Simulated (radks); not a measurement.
Spherical quantum dot in the effective-mass picture: electrons in a hard-walled sphere of radius 4, all in effective atomic units (hartree* = m*/eps^2 hartree, bohr* = eps/m* bohr), one dielectric constant everywhere. Method: non-relativistic Kohn-Sham, PBEsol, spin-polarised, spherical densities; computed with a radial shooting solver with Libxc functionals. Levels are named by radial order and angular momentum (1s, 1p, 1d, 2s, ...), and open shells are averaged over m.

N = 5, configuration 1s2 1p(up 3, down 0). This is the lowest configuration that the search found. Occupied and some empty levels:

| level | occupation | eigenvalue (hartree*) | <r> (bohr*) |
|---|---|---|---|
| 1s up | 1 | 1.8409 | 2.317 |
| 1s down | 1 | 1.9289 | 2.274 |
| 1p up | 3 | 2.0759 | 2.542 |
| 1p down | 0 | 2.1746 | 2.527 |
| 1d up | 0 | 2.4257 | 2.698 |
| 1d down | 0 | 2.5290 | 2.693 |
| 2s up | 0 | 2.8234 | 1.893 |
| 2s down | 0 | 2.8726 | 1.895 |
| 1f up | 0 | 2.8732 | 2.816 |
| 1f down | 0 | 2.9785 | 2.815 |

Energy (hartree*): total 5.82766, kinetic 2.6673, external 0, Hartree 4.6073, exchange-correlation -1.4469.
